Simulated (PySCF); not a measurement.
C4H8OSi2.
SMILES with atom numbers: `[CH:1]#[C:2][Si@H:3]1[CH2:4][CH2:5][SiH2:6][O:7]1`

Definitions: NICS(0) = −σiso at the ring centroid; NICS(1) = −σiso and NICS(1)zz = −σzz at ±1 Å along the ring normal z. Level: GIAO PBE0/pcSseg-1 (PySCF, non-relativistic, gas phase) on the GFN2-xTB geometry, one conformer.

Ring bond lengths (Å), with Mayer bond orders in brackets: Si3–C4 1.910 (0.90), C4–C5 1.538 (1.01), C5–Si6 1.911 (0.90), Si6–O7 1.638 (0.93), O7–Si3 1.643 (0.95).

What do the NICS probes read (ppm)?

```csv
ring,type,NICS(0),"NICS(1), two faces","NICS(1)zz, two faces",rms pucker (Å),"centre to ring atoms, mean (Å)"
Si3–C4–C5–Si6–O7,5-membered ring with O and 2 Si; formal bonds all single,-5.2,-3.2 / -2.9,-3.4 / -2.3,0.14,1.46
```

What can be read from them?

- Si3–C4–C5–Si6–O7: mean NICS(1)zz -2.9 ppm, near zero. Si3, C4, C5, Si6 have four or more neighbours, and the NICS criterion for π rings isn't applied.

Give the inner angles of the rings and the Hirshfeld charges of the ring atoms.

- Si3–C4–C5–Si6–O7: Si3 98.6° (+0.440 e), C4 107.4° (-0.160 e), C5 107.7° (-0.162 e), Si6 98.4° (+0.409 e), O7 120.0° (-0.316 e); sum 532.1° against 540° for a flat convex ring.

What are the shieldings of the ring atoms and their hydrogens in the same run (means over atoms taken as equivalent)?

```json
{"atoms": "Si3", "environment": "oxygen-bound silicon", "σ isotropic (ppm)": "365.3", "principal values of the symmetric part, first atom (ppm)": "304.0, 373.4, 418.4"}
{"atoms": "C4", "environment": "sp3 carbon bound to silicon", "σ isotropic (ppm)": "174.4", "principal values of the symmetric part, first atom (ppm)": "160.6, 177.6, 184.9"}
{"atoms": "C5", "environment": "sp3 carbon bound to silicon", "σ isotropic (ppm)": "177.1", "principal values of the symmetric part, first atom (ppm)": "160.0, 178.2, 193.1"}
{"atoms": "Si6", "environment": "oxygen-bound silicon", "σ isotropic (ppm)": "353.2", "principal values of the symmetric part, first atom (ppm)": "297.5, 348.8, 413.3"}
{"atoms": "O7", "environment": "siloxane oxygen", "σ isotropic (ppm)": "286.5", "principal values of the symmetric part, first atom (ppm)": "208.5, 309.8, 341.2"}
{"atoms": "H on Si3", "environment": "Si–H hydrogen", "σ isotropic (ppm)": "26.59", "principal values of the symmetric part, first atom (ppm)": "23.0, 24.1, 32.6"}
{"atoms": "H on C4", "environment": "methylene hydrogen", "σ isotropic (ppm)": "30.60", "principal values of the symmetric part, first atom (ppm)": "25.5, 28.9, 37.4"}
{"atoms": "H on C4", "environment": "methylene hydrogen", "σ isotropic (ppm)": "30.43", "principal values of the symmetric part, first atom (ppm)": "25.1, 28.5, 37.7"}
{"atoms": "H on C5", "environment": "methylene hydrogen", "σ isotropic (ppm)": "30.54", "principal values of the symmetric part, first atom (ppm)": "25.4, 27.9, 38.3"}
{"atoms": "H on C5", "environment": "methylene hydrogen", "σ isotropic (ppm)": "30.67", "principal values of the symmetric part, first atom (ppm)": "25.5, 28.1, 38.4"}
{"atoms": "H on Si6", "environment": "Si–H hydrogen", "σ isotropic (ppm)": "26.57", "principal values of the symmetric part, first atom (ppm)": "23.0, 24.2, 32.5"}
{"atoms": "H on Si6", "environment": "Si–H hydrogen", "σ isotropic (ppm)": "26.64", "principal values of the symmetric part, first atom (ppm)": "22.9, 24.4, 32.6"}
```

Time: 45 s; peak memory 0.73 GiB. Hardware: an Arm Neoverse N1 with one thread, on a shared host. This is the whole shielding run at PBE0/pcSseg-1, SCF included.
